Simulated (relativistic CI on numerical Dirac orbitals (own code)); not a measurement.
**Tc XXIX: q coefficients and field-shift factors**

Calculated at this level of theory: Dirac-Coulomb-Breit CI, orbitals from a KLI potential per configuration, derivatives by finite differences, unscaled Slater integrals, QED left out (own radial code, finite nucleus).

Configurations in the expansion (outside the closed core [Ne]): 3s2 3p3, 3s 3p4, 3s2 3p2 3d, 3p5, 3s 3p3 3d, 3p4 3d, 3s2 3p 3d2, 3s2 3d3, 3s 3p 3d3, 3p3 3d2, 3p2 3d3. Double excitations out of closed p, d and f shells are left out; levels of such configurations are missing from the list, as are those of other unlisted configurations, and high levels can miss mixing partners.

With x = (α/α₀)² − 1 an excitation energy changes as ω = ω₀ + qx; K = 2q/ω₀ is the relative enhancement. Terms are leading LS components, so labels can repeat. The field-shift factor is F = δν/δ⟨r²⟩ for the transition from the lowest level.

Lowest level 3s2 3p3 4S°_3/2.

```csv
Level,ω₀ (cm⁻¹),q (cm⁻¹),K,F (GHz/fm²)
3s2 3p3 2D°_3/2,176216,202600,2.3,-2.99
3s2 3p3 2D°_5/2,223893,212800,1.9,-3.09
3s2 3p3 2P°_1/2,283724,215600,1.52,-4.48
3s2 3p3 2P°_3/2,459152,438600,1.91,-8.89
3s 3p4 4P_5/2,787260,250800,0.637,-208
3s 3p4 4P_3/2,867673,193000,0.445,-134
3s 3p4 4P_1/2,909623,316900,0.697,-207
3s 3p4 4P_3/2,953046,206600,0.433,-90.9
3s2 3p2 3d 4F_5/2,1015270,122600,0.242,-16.4
3s 3p4 2D_3/2,1023013,333900,0.653,-147
3s 3p4 2D_5/2,1056924,388100,0.734,-151
3s2 3p2 3d 2P_3/2,1083341,288200,0.532,-53.9
3s2 3p2 3d 4D_1/2,1093033,281400,0.515,-58.7
3s2 3p2 3d 2F_5/2,1109192,237300,0.428,-8.9
3s2 3p2 3d 4F_7/2,1134782,252300,0.445,0.0763
3s2 3p2 3d 4D_7/2,1154756,259300,0.449,0.356
3s2 3p2 3d 4D_1/2,1173524,369400,0.63,-105
3s2 3p2 3d 4D_3/2,1190601,357300,0.6,-65.3
3s2 3p2 3d 4F_9/2,1191605,289300,0.486,0.0667
3s2 3p2 3d 4D_5/2,1219771,314100,0.515,-19
3s2 3p2 3d 2G_7/2,1281546,310500,0.485,-0.901
3s2 3p2 3d 2D_3/2,1284740,271900,0.423,-66.6
3s2 3p2 3d 4P_5/2,1294109,271200,0.419,-27.1
```

At this charge energies of transitions that change n are usually good to better than 1 %, and those within a shell (Δn = 0) to a few per cent.
